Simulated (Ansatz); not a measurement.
C2H7FGeOS, SMILES `C[O][Ge]([CH3])([F])[SH]`, relaxed with RKS PBE0-D4/def2-TZVP in Ansatz 0.2.0 from a GFN2-xTB geometry. The force threshold is 0.005 eV/Å; the program also tests the step.

The species carries charge 0 and has multiplicity 1.

Start:

```xyz
13

C     1.766    0.687    1.340
O     0.824   -0.231    0.811
Ge   -0.446    0.065   -0.354
C    -1.374   -1.674   -0.578
F    -1.637    1.167    0.435
S     0.291    1.281   -2.080
H     2.224    1.293    0.556
H     2.537    0.093    1.833
H     1.292    1.346    2.069
H    -0.636   -2.468   -0.576
H    -1.929   -1.690   -1.511
H    -2.058   -1.807    0.252
H    -0.855    1.937   -2.196
```

(1) How much energy does the relaxation release, and in how many steps? (Best estimate.)

(2) Which bonds change most? (Best estimate.)

(3) Give the relaxed structure. (Best estimate.)

Answers

(1) Ansatz gave: 13.65 kJ/mol, in 20 steps.

(2) Computed: Ge3–C4 from 1.984 to 1.922 Å; Ge3–F5 from 1.804 to 1.744 Å; Ge3–S6 from 2.236 to 2.215 Å; S6–H13 from 1.325 to 1.344 Å.

(3) Ansatz gave: 
```xyz
13

C     1.644    0.754    1.273
O     0.773   -0.290    0.888
Ge   -0.484   -0.028   -0.311
C    -1.390   -1.701   -0.580
F    -1.580    1.151    0.360
S     0.303    0.964   -2.129
H     2.101    1.243    0.406
H     2.436    0.316    1.883
H     1.121    1.509    1.869
H    -0.727   -2.399   -1.092
H    -2.282   -1.541   -1.184
H    -1.667   -2.113    0.390
H    -0.248    2.136   -1.771
```
